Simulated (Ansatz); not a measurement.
Ideal-gas functions of `[CH3][Sn][OH]` at 600 K and 1 bar, from an Ansatz frequency run at PBE0-D4/def2-TZVP.

Molar mass 150.75 g/mol, point group Cs (symmetry number 1), electronic degeneracy 1, moments of inertia 56.934, 80.761, 134.541 u Å². Harmonic wavenumbers (cm⁻¹, unscaled): 74, 180, 432, 477, 582, 595, 646, 786, 1184, 1435, 1442, 3029, 3113, 3138, 3872.

Use S(trans) = R[1.5 ln M + 2.5 ln T − 1.1517]; rotational temperatures θ = 24.2544 K / I; S(rot) = R[ln(√π/σ · √(T³/θAθBθC)) + 1.5]; for each mode x = 1.438777 ν̃/T, S = R[x/(eˣ − 1) − ln(1 − e⁻ˣ)] and H = RT x/(eˣ − 1); 1 cm⁻¹ = 0.0119627 kJ/mol; R = 8.31446 J/(mol·K).

Q: By hand: the entropy, in J/(mol·K).

A: Translation 185.9. Rotation: θ = 0.426, 0.3003, 0.1803 K, giving 112.7. Vibration, mode by mode: 22.70, 15.36, 8.38, 7.64, 6.19, 6.03, 5.46, 4.18, 1.97, 1.22, 1.20, 0.05, 0.04, 0.04, 0.01, in all 80.5. Electronic 0.0. Sum 379.1 J/(mol·K).

Q: By hand: H − E and G − E in kJ/mol, counted from the electronic energy.

A: Zero-point energy ½ × 20985 × 0.0119627 = 125.5; thermal vibration 24.4; translation, rotation and pV give 4 RT = 20.0. H − E = 169.9 kJ/mol, and G − E = 169.9 − 600 × 379.1/1000 = -57.6 kJ/mol.

Vibration gives 21 % of the entropy, 22.7 J/(mol·K) of it from the mode under 150 cm⁻¹: soft modes count most, and the harmonic formula is weakest for them. The sum counts one conformer and one mirror image; others add a mixing term.
